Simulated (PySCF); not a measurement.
An unknown shows these calculated signals:

1H NMR (500 MHz, computed): δ 5.71 (m, 2H), 2.85 (m, 4H).

13C{1H} NMR (computed): δ 134.7 (CH), 120.7 (C), 23.1 (CH2).

Computed data (PySCF 2.14.0 with density-fitted response routines): J: B3LYP/pcJ-1 (spin–dipole term only in couplings to heteroatoms), geometry from PBE0-D3(BJ)/def2-SVP, NMR shieldings at PBE0/pcSseg-1/GIAO. Averaged over atoms made equivalent by symmetry, fast rotation or ring inversion, relativity neglected, single conformer, no solvent.

δ = σ(ref) − σ, references computed at the same level: 1H (σref 31.27) and 13C (σref 184.41) vs TMS.

Which of these does the molecule contain: a benzene ring, a nitrile, an N-methyl group, a C≡C triple bond, a non-aromatic C=C double bond?

## Answers


- A benzene ring: no.
- A nitrile: yes (δC 120.7).
- An N-methyl group: no.
- A C≡C triple bond: no.
- A non-aromatic C=C double bond: yes.

The data belong to `C(C/C=C/CC#N)#N`, C₆H₆N₂; they needn't prove each group on their own.

Carbon signals by region: 2 in the sp2 and nitrile region (100–160 ppm), 1 below 50 ppm.

Splittings below 1 Hz are ignored in the labels, and close J values are merged. Couplings among chemically equivalent protons are left out too, so labels in AA′BB′ or AA′XX′ sets are apparent multiplicities. Unscaled 3J(H,H) at this level run about 10 % above measured values. Shifts are as computed. Against solution values, carbons near 30 ppm lie about +2 ppm off and those near 130 ppm about +5 ppm. Of 1211 compounds with measured shifts, 218 miss one by over three times the rms of a fit or turn the order of signals round; such compounds aren't used in these exercises. Couplings across =CH–CH2 type bonds come from one rotamer and its mirror image, and can be 1–2 Hz further off.
